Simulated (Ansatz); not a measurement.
C3H8AlCl. Total charge 0; spin multiplicity 1. The bonds changed during the relaxation, so this is another structure than the one it started from. All single points use the PBE0-D4/def2-TZVP geometry. It is one conformer, not always the lowest.

```xyz
13

C     0.761    1.021   -1.480
C    -0.324    0.239   -0.758
C     0.147   -0.639    0.365
Al   -0.923   -1.152    1.935
Cl    0.889    0.424    1.759
H     0.346    1.590   -2.315
H     1.530    0.352   -1.876
H     1.248    1.727   -0.804
H    -0.815   -0.447   -1.462
H    -1.110    0.912   -0.402
H     0.991   -1.268    0.080
H    -0.465   -2.398    2.795
H    -2.276   -0.361    2.161
```

**Question.** What is the dipole moment at ωB97M-V/def2-TZVPP? (Estimate.)

**Answer.** Ansatz gave: 2.11 D, with components (0.30, -0.01, -2.09) D in this frame, pointing from negative to positive charge.

**Question.** And with PBE, r2SCAN, B3LYP? (An estimate is asked.)

**Answer.** Computed: PBE 2.13 D, r2SCAN 2.20 D, B3LYP 2.12 D.

**Question.** Give the Mulliken charges with ωB97M-V, r2SCAN, PBE in def2-TZVPP. (Best estimate.)

**Answer.** Ansatz gave: 
```json
{"atom": "C1", "ωB97M-V": "-0.29", "r2SCAN": "-0.15", "PBE": "-0.24"}
{"atom": "C2", "ωB97M-V": "-0.15", "r2SCAN": "0.01", "PBE": "-0.09"}
{"atom": "C3", "ωB97M-V": "-0.23", "r2SCAN": "-0.12", "PBE": "-0.12"}
{"atom": "Al4", "ωB97M-V": "0.37", "r2SCAN": "0.48", "PBE": "0.33"}
{"atom": "Cl5", "ωB97M-V": "-0.10", "r2SCAN": "-0.15", "PBE": "-0.12"}
{"atom": "H6", "ωB97M-V": "0.11", "r2SCAN": "0.05", "PBE": "0.08"}
{"atom": "H7", "ωB97M-V": "0.09", "r2SCAN": "0.04", "PBE": "0.07"}
{"atom": "H8", "ωB97M-V": "0.10", "r2SCAN": "0.05", "PBE": "0.08"}
{"atom": "H9", "ωB97M-V": "0.09", "r2SCAN": "0.03", "PBE": "0.07"}
{"atom": "H10", "ωB97M-V": "0.10", "r2SCAN": "0.04", "PBE": "0.08"}
{"atom": "H11", "ωB97M-V": "0.15", "r2SCAN": "0.08", "PBE": "0.12"}
{"atom": "H12", "ωB97M-V": "-0.12", "r2SCAN": "-0.17", "PBE": "-0.13"}
{"atom": "H13", "ωB97M-V": "-0.12", "r2SCAN": "-0.17", "PBE": "-0.14"}
```

B3LYP here is the variant with VWN-RPA as its local correlation; programs differ in this.
